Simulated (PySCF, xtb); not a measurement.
C₂H₇FO₂Si, SMILES O[C@@H]([Si@@H](O)F)C.

GFN2-xTB run with xtb at its own geometry gives an orbital gap of 5.91 eV and a dipole moment of 2.42 D.

The structure is a stationary point at PBE0-D3(BJ)/def2-SVP. The structure was generated by enumeration; whether it is a known compound was not checked. One conformer was computed; it need not be the lowest.

Question: What does B3LYP/def2-TZVP in PySCF give? (An estimate is asked for; the answer gives what the named calculation found.)

Answer: gap 7.36 eV (levels -7.28 and 0.08 eV), dipole 1.89 D.
